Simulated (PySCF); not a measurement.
Spin-orbit coupling and the third ionisation energy along group 14

Two-component X2C-1e calculated with PySCF 2.14: MP2 on generalised Hartree-Fock spinors (GMP2), with spin-orbit coupling off and on (screened by Boettger's factors); no Breit or QED terms. Values in eV; the references (NIST) lie between the lowest levels. Elements whose determinants are no pure J levels are left out.

```tsv
element	configurations	spin-free	with spin-orbit	shift	reference
C (x2c-TZVPPall-2c, 1s2 frozen)	[He] 2s2 → [He] 2s1	46.952	46.952	0.000	47.888
Si (x2c-TZVPPall-2c, [Ne] frozen)	[Ne] 3s2 → [Ne] 3s1	32.900	32.900	0.000	33.493
Ge (x2c-TZVPPall-2c, [Ne] frozen)	[Ar] 3d10 4s2 → [Ar] 3d10 4s1	33.384	33.384	0.000	34.058
Sn (x2c-TZVPPall-2c, [Ar] 3d10 frozen)	[Kr] 4d10 5s2 → [Kr] 4d10 5s1	30.394	30.397	0.004	30.506
Pb (x2c-TZVPPall-2c, [Kr] 4d10 4f14 frozen)	[Xe] 4f14 5d10 6s2 → [Xe] 4f14 5d10 6s1	31.904	31.937	0.033	31.937
```

What remains against the references is mostly the basis and correlation beyond MP2.
